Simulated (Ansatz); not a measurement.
Start from `Cl[CH2][ZnH]` and change one atom or group to get `[CH3][ZnH]`.

Ansatz, PBE0-D4/def2-TZVP geometries, multiplicity 1. 

Scalar relativity is left out up to krypton.

```csv
property,`Cl[CH2][ZnH]`
size of the dipole moment (ωB97M-V/def2-TZVPP) / D,1.95
size of the dipole moment (B3LYP/def2-TZVPP) / D,1.90
LUMO energy (B3LYP/def2-TZVPP) / eV,-0.97
HOMO–LUMO gap (PBE0/def2-TZVPP) / eV,6.58
HOMO energy (PBE/def2-TZVPP) / eV,-6.07
HOMO energy (ωB97M-V/def2-TZVPP) / eV,-9.47
```

Q: Give the same properties after the change, and the shifts. (Best estimate.)

A: Ansatz gave: 
```json
{"property": "size of the dipole moment (ωB97M-V/def2-TZVPP) / D", "`[CH3][ZnH]`": "0.46", "shift": "-1.49"}
{"property": "size of the dipole moment (B3LYP/def2-TZVPP) / D", "`[CH3][ZnH]`": "0.51", "shift": "-1.39"}
{"property": "LUMO energy (B3LYP/def2-TZVPP) / eV", "`[CH3][ZnH]`": "-0.54", "shift": "0.43"}
{"property": "HOMO–LUMO gap (PBE0/def2-TZVPP) / eV", "`[CH3][ZnH]`": "7.25", "shift": "0.67"}
{"property": "HOMO energy (PBE/def2-TZVPP) / eV", "`[CH3][ZnH]`": "-6.37", "shift": "-0.30"}
{"property": "HOMO energy (ωB97M-V/def2-TZVPP) / eV", "`[CH3][ZnH]`": "-9.72", "shift": "-0.25"}
```

With PBE0 the HOMO falls by 0.23 eV and the LUMO rises by 0.43 eV, so the gap widens by about 0.66 eV. PBE moves the HOMO by -0.30 eV and ωB97M-V by -0.25 eV. Dipoles are sizes alone; their direction can turn.

B3LYP here is the variant with VWN-RPA as its local correlation; programs differ in this.
